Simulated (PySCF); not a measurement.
Several structures and their simulated spectra, in scrambled order.

A. SMILES F/C(=C\[SiH2]O[SiH3])[SiH2]O[SiH3]
B. `[SiH3]O[Si@@]([Si@@H](C=C)O)(F)[SiH3]`
C. `CCOC[SiH](N)N`

Spectrum 1. $^{1}$H NMR (300 MHz, computed): δ 5.64 (m, 2H), 5.63 (m, 1H), 5.17 (s, 3H), 5.16 (m, 2H), 5.15 (s, 3H). $^{13}$C{$^{1}$H} NMR (computed): δ 189.4 (C), 125.4 (CH).

Spectrum 2. $^{1}$H NMR (300 MHz, computed): δ 5.15 (t, 1H), 3.75 (q, 2H), 2.93 (d, 2H), 1.16 (t, 3H), 0.34 (br s, 4H). $^{13}$C{$^{1}$H} NMR (computed): δ 72.9 (CH2), 65.5 (CH2), 14.7 (CH3).

Spectrum 3. $^{1}$H NMR (300 MHz, computed): δ 6.51 (m, 1H), 6.49 (m, 1H), 6.01 (m, 1H), 5.66 (m, 1H), 5.22 (s, 3H), 3.49 (m, 3H), 0.94 (br s, 1H). $^{13}$C{$^{1}$H} NMR (computed): δ 146.2 (CH), 139.8 (CH2).

- σ from GIAO-PBE0/pcSseg-1
- geometry from GFN2-xTB
- program: PySCF 2.14
- averaged over atoms made equivalent by symmetry, fast rotation or ring inversion, no relativistic terms, single conformer, gas phase

Scale: $^{1}$H (σref 31.72), $^{13}$C (σref 186.93) against TMS (reference shieldings calculated alike). Splittings of carbon signals by F and P are missing where no couplings were computed. Where no couplings were computed, multiplicities follow the n + 1 count of equivalent neighbours, and m marks all less simple cases (inequivalent or close neighbours, rings, F or P nearby). Shifts are as computed. Against solution values, carbons near 30 ppm lie about +3 ppm off and those near 130 ppm about +5 ppm. Of 1309 compounds with measured shifts, 239 miss one by over three times the rms of a fit or turn the order of signals round; such compounds aren't used in these exercises. OH and NH positions are gas-phase values without hydrogen bonding to other molecules.

Match each spectrum to its structure.

Answers

1–A, 2–C, 3–B.

- Spectrum 1 (A): 2 $^{13}$C signals; δC 125.4 is an alkene CH; δH 5.63 is the hydrogen on an alkene CH.
- Spectrum 2 (C): 3 $^{13}$C signals; δC 72.9 is an sp3 CH2 bonded to O; δC 65.5 is an sp3 CH2 bonded to O and Si.
- Spectrum 3 (B): 2 $^{13}$C signals; δC 146.2 is an alkene CH; δC 139.8 is a terminal =CH2 carbon.
